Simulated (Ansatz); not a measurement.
Ansatz (a first-principles code) input for Si(AsH2)(F)2(H) (AsF₂H₃Si), SMILES F[SiH]([AsH2])F, PBE-D3(BJ)/def2-SVP. 

Ansatz 0.2 input:
```yaml
crystal:
  periodic: [false, false, false]
  atoms:
    - {symbol: Si, position_ang: [-1.01536510, 0.38385224, 0.00000000]}
    - {symbol: F, position_ang: [-1.67594767, -0.31613714, -1.30354402]}
    - {symbol: F, position_ang: [-1.67594768, -0.31613715, 1.30354401]}
    - {symbol: As, position_ang: [1.29571363, -0.10202642, 0.00000000]}
    - {symbol: H, position_ang: [-1.42242693, 1.80883762, 0.00000001]}
    - {symbol: H, position_ang: [1.52302331, 0.93728563, 1.10170285]}
    - {symbol: H, position_ang: [1.52302331, 0.93728564, -1.10170283]}
basis:
  gaussian:
    orbitals: def2-SVP
hamiltonian:
  xc: pbe
  dispersion: d3bj
relax: {f_tol: 0.002, max_steps: 200}
```

Output:

```
WARN ansatz: RAYON_NUM_THREADS=1 ignored (pool sized by the plan → 1); use --threads N
Functional definition: PBE
integrals: 0.04 GiB planned
1029 factors; their error is unknown
mean field: 0.22 GiB planned
mean field evaluation 1: about -74169.2469 eV, gradient 4.3e1 eV
mean field evaluation 2: about -74161.0446 eV, gradient 8.6e1 eV
mean field evaluation 4: about -74172.0817 eV, gradient 1.3e0 eV
mean field evaluation 8: about -74172.0906 eV, gradient 3.7e-2 eV
mean field evaluation 16: about -74172.0080 eV, gradient 3.6e-5 eV
mean field -74172.00795698 eV, -2725.7710168263 hartree, gradient 3.6e-5 eV, S^2 0.000000; 0 other end points of the search recorded, 0 dependent functions left out
the calculation of the forces begins
reference -74172.00798512 eV, -2725.7710178605 hartree; 34, 34 occupied and 59, 59 virtual orbitals, 1029 factors
relax step   1: F+E_penalty+E_count = -74172.14740156 eV  Δ(F+E_penalty+E_count) = +0.000e0 eV  max|allowed force component| = 3.544e-1 eV/Å  Δτ_max = 0.0000 Å  (27 SCF iters, accepted)
these checks for a lower state are left out or cut short: starts, cluster_reference, orbital_swaps, neighbouring_geometries, increment
integrals: 0.04 GiB planned
1029 factors; their error is unknown
mean field: 0.22 GiB planned
mean field -74172.01517753 eV, -2725.7712821767 hartree, gradient 7.1e-6 eV, S^2 0.000000; 0 other end points of the search recorded, 0 dependent functions left out
the calculation of the forces begins
reference -74172.01520576 eV, -2725.7712832142 hartree; 34, 34 occupied and 59, 59 virtual orbitals, 1029 factors
relax step   2: F+E_penalty+E_count = -74172.15470587 eV  Δ(F+E_penalty+E_count) = -7.304e-3 eV  max|allowed force component| = 2.305e-1 eV/Å  Δτ_max = 0.0198 Å  (29 SCF iters, accepted)
these checks for a lower state are left out or cut short: starts, cluster_reference, orbital_swaps, neighbouring_geometries, increment
integrals: 0.04 GiB planned
1029 factors; their error is unknown
mean field: 0.22 GiB planned
mean field evaluation 32: about -74172.0178 eV, gradient 7.3e-6 eV
mean field -74172.01775314 eV, -2725.7713768284 hartree, gradient 7.3e-6 eV, S^2 0.000000; 0 other end points of the search recorded, 0 dependent functions left out
the calculation of the forces begins
reference -74172.01778133 eV, -2725.7713778644 hartree; 34, 34 occupied and 59, 59 virtual orbitals, 1029 factors
relax step   3: F+E_penalty+E_count = -74172.15695904 eV  Δ(F+E_penalty+E_count) = -2.253e-3 eV  max|allowed force component| = 8.703e-2 eV/Å  Δτ_max = 0.0167 Å  (29 SCF iters, accepted)
these checks for a lower state are left out or cut short: starts, cluster_reference, orbital_swaps, neighbouring_geometries, increment
integrals: 0.04 GiB planned
1029 factors; their error is unknown
mean field: 0.22 GiB planned
mean field -74172.01804835 eV, -2725.7713876772 hartree, gradient 2.6e-5 eV, S^2 0.000000; 0 other end points of the search recorded, 0 dependent functions left out
the calculation of the forces begins
reference -74172.01807653 eV, -2725.7713887127 hartree; 34, 34 occupied and 59, 59 virtual orbitals, 1029 factors
relax step   4: F+E_penalty+E_count = -74172.15737156 eV  Δ(F+E_penalty+E_count) = -4.125e-4 eV  max|allowed force component| = 9.332e-3 eV/Å  Δτ_max = 0.0067 Å  (29 SCF iters, accepted)
these checks for a lower state are left out or cut short: starts, cluster_reference, orbital_swaps, neighbouring_geometries, increment
integrals: 0.04 GiB planned
1029 factors; their error is unknown
mean field: 0.22 GiB planned
mean field -74172.01805119 eV, -2725.7713877816 hartree, gradient 3.2e-5 eV, S^2 0.000000; 0 other end points of the search recorded, 0 dependent functions left out
the calculation of the forces begins
reference -74172.01807937 eV, -2725.7713888171 hartree; 34, 34 occupied and 59, 59 virtual orbitals, 1029 factors
relax step   5: F+E_penalty+E_count = -74172.15738553 eV  Δ(F+E_penalty+E_count) = -1.398e-5 eV  max|allowed force component| = 2.044e-3 eV/Å  Δτ_max = 0.0011 Å  (19 SCF iters, accepted)
these checks for a lower state are left out or cut short: starts, cluster_reference, orbital_swaps, neighbouring_geometries, increment
integrals: 0.04 GiB planned
1029 factors; their error is unknown
mean field: 0.22 GiB planned
mean field -74172.01804314 eV, -2725.7713874858 hartree, gradient 3.5e-5 eV, S^2 0.000000; 0 other end points of the search recorded, 0 dependent functions left out
the calculation of the forces begins
reference -74172.01807132 eV, -2725.7713885214 hartree; 34, 34 occupied and 59, 59 virtual orbitals, 1029 factors
relax step   6: F+E_penalty+E_count = -74172.15738708 eV  Δ(F+E_penalty+E_count) = -1.545e-6 eV  max|allowed force component| = 1.214e-3 eV/Å  Δτ_max = 0.0008 Å  (19 SCF iters, accepted)
integrals: 0.04 GiB planned
1029 factors; their error is unknown
mean field: 0.22 GiB planned
mean field evaluation 64: about -74172.0180 eV, gradient 1.4e-2 eV
mean field -74172.01804314 eV, -2725.7713874858 hartree, gradient 3.5e-5 eV, S^2 0.000000; 1 other end points of the search recorded, 0 dependent functions left out
the calculation of the forces begins
reference -74172.01807132 eV, -2725.7713885214 hartree; 34, 34 occupied and 59, 59 virtual orbitals, 1029 factors
Total energy: -74172.15741526 eV, -2725.7765093167 hartree
Atom 0 at    -1.006710     0.380288    -0.000000 Å, force    -0.001214    -0.001069     0.000000 eV/Å
Atom 1 at    -1.676223    -0.318814    -1.314315 Å, force     0.000322     0.000319     0.000171 eV/Å
Atom 2 at    -1.676223    -0.318814     1.314315 Å, force     0.000322     0.000319    -0.000171 eV/Å
Atom 3 at     1.305372    -0.117628     0.000000 Å, force     0.000707     0.000126     0.000000 eV/Å
Atom 4 at    -1.413467     1.821342     0.000000 Å, force     0.000259     0.000439     0.000000 eV/Å
Atom 5 at     1.509662     0.943294     1.100706 Å, force    -0.000198    -0.000067    -0.000140 eV/Å
Atom 6 at     1.509662     0.943294    -1.100706 Å, force    -0.000198    -0.000067     0.000140 eV/Å
Dipole moment:     0.264477     0.278805     0.000000 e Å
```

Self-consistency was reached.
